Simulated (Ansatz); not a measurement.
tetraphenylethylene, `c1ccc(C(=C(c2ccccc2)c2ccccc2)c2ccccc2)cc1`, relaxed as a singlet with RKS r2SCAN-D4/def2-SVP in Ansatz, starting from the GFN2-xTB geometry. Force threshold 0.03 eV/Å.

Single mean-field runs in def2-SVP are fitted with def2-universal-jkfit.

Start:

```xyz
46

C    -2.5765    3.7975    0.7833
C    -1.6843    3.2562    1.6944
C    -0.8599    2.2111    1.3243
C    -0.9181    1.6882    0.0341
C    -0.0627    0.5596   -0.3738
C     0.0659   -0.5560    0.3758
C    -0.7251   -0.7747    1.5992
C    -2.1025   -0.5655    1.6159
C    -2.8241   -0.7482    2.7798
C    -2.1843   -1.1461    3.9426
C    -0.8197   -1.3830    3.9286
C    -0.0954   -1.2067    2.7645
C     1.0031   -1.6377    0.0249
C     2.3260   -1.3687   -0.3204
C     3.1824   -2.3958   -0.6671
C     2.7343   -3.7066   -0.6708
C     1.4275   -3.9870   -0.3084
C     0.5699   -2.9619    0.0440
C     0.6436    0.7270   -1.6559
C     1.3265    1.9115   -1.9236
C     2.0162    2.0697   -3.1111
C     2.0232    1.0554   -4.0538
C     1.3235   -0.1147   -3.8076
C     0.6366   -0.2785   -2.6203
C    -1.7989    2.2576   -0.8831
C    -2.6267    3.2991   -0.5077
H    -3.2243    4.6106    1.0760
H    -1.6305    3.6503    2.6989
H    -0.1599    1.7955    2.0343
H    -2.6038   -0.2644    0.7073
H    -3.8908   -0.5768    2.7808
H    -2.7473   -1.2735    4.8557
H    -0.3163   -1.7029    4.8293
H     0.9708   -1.3858    2.7549
H     2.6824   -0.3492   -0.3115
H     4.2037   -2.1715   -0.9390
H     3.4033   -4.5061   -0.9523
H     1.0743   -5.0082   -0.3046
H    -0.4522   -3.1812    0.3190
H     1.3295    2.7008   -1.1845
H     2.5533    2.9875   -3.3014
H     2.5663    1.1791   -4.9792
H     1.3131   -0.9043   -4.5445
H     0.0865   -1.1892   -2.4339
H    -1.8431    1.8645   -1.8892
H    -3.3155    3.7229   -1.2240
```

Q: Estimate the energy that the relaxation releases and the steps that it takes.

A: 24.9 kJ/mol, in 7 steps; 42 s on 2 threads of AMD EPYC 7R13 on a shared host and a share (18 GiB) of an NVIDIA H100 80GB HBM3. The force fell under the threshold at step 4, but the optimiser went on and released 0.009 eV more. No frequencies were taken in this run, so the end may be a saddle point.

Q: Does the start keep its bonding and symmetry?

A: By distances, no bond broke or formed. The bond that changes most is C5–C6, from 1.35 to 1.37 Å (atoms count from 1). Point group D2 at the start, D2 at the end, both within 0.05 Å.

Q: Predict the relaxed structure.

A: 
```tsv
atom	x (Å)	y (Å)	z (Å)
C1	-2.356	3.990	0.878
C2	-1.477	3.367	1.771
C3	-0.738	2.254	1.369
C4	-0.861	1.741	0.063
C5	-0.065	0.567	-0.382
C6	0.064	-0.567	0.382
C7	-0.787	-0.824	1.574
C8	-2.181	-0.630	1.531
C9	-2.973	-0.890	2.650
C10	-2.389	-1.348	3.836
C11	-1.007	-1.560	3.888
C12	-0.216	-1.311	2.765
C13	1.064	-1.624	0.076
C14	2.399	-1.299	-0.231
C15	3.334	-2.299	-0.499
C16	2.955	-3.645	-0.469
C17	1.635	-3.984	-0.151
C18	0.702	-2.984	0.130
C19	0.583	0.706	-1.713
C20	1.243	1.901	-2.062
C21	1.850	2.044	-3.311
C22	1.791	1.005	-4.245
C23	1.116	-0.177	-3.921
C24	0.519	-0.326	-2.669
C25	-1.729	2.393	-0.833
C26	-2.478	3.499	-0.426
H27	-2.937	4.862	1.195
H28	-1.362	3.753	2.788
H29	-0.051	1.770	2.068
H30	-2.641	-0.273	0.605
H31	-4.055	-0.738	2.594
H32	-3.010	-1.551	4.714
H33	-0.542	-1.923	4.810
H34	0.864	-1.484	2.808
H35	2.699	-0.247	-0.255
H36	4.368	-2.025	-0.731
H37	3.688	-4.429	-0.682
H38	1.331	-5.034	-0.120
H39	-0.328	-3.253	0.385
H40	1.285	2.719	-1.336
H41	2.371	2.974	-3.558
H42	2.260	1.120	-5.227
H43	1.050	-0.990	-4.651
H44	-0.008	-1.251	-2.419
H45	-1.822	2.017	-1.856
H46	-3.159	3.984	-1.132
```
Bond lengths: 29 × C–C 1.37 to 1.49 Å; 20 × C–H 1.09 Å.
